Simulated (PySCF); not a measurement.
A calculated (UHF, PySCF 2.14, x2c-TZVPPall, scalar relativity by spin-free X2C-1e) atom or ion has these occupied shells.

| shell | electrons | orbital energy (eV) | rms radius, mean of both spins (bohr) |
| --- | --- | --- | --- |
| 1s α | 1 | -1877.9 | 0.129 |
| 1s β | 1 | -1877.0 | 0.129 |
| 2s α | 1 | -169.36 | 0.613 |
| 2s β | 1 | -168.11 | 0.613 |
| 2p α | 3 | -117.16 | 0.598 |
| 2p β | 3 | -115.90 | 0.598 |
| 3s α | 1 | -19.738 | 2.33 |
| 3p α | 3 | -9.471 | 2.84 |

Task: Name the element and its charge.

Result: Si (silicon, neutral), in [Ne] 3s1 3p3, high-spin 5S determinant (an excited configuration).
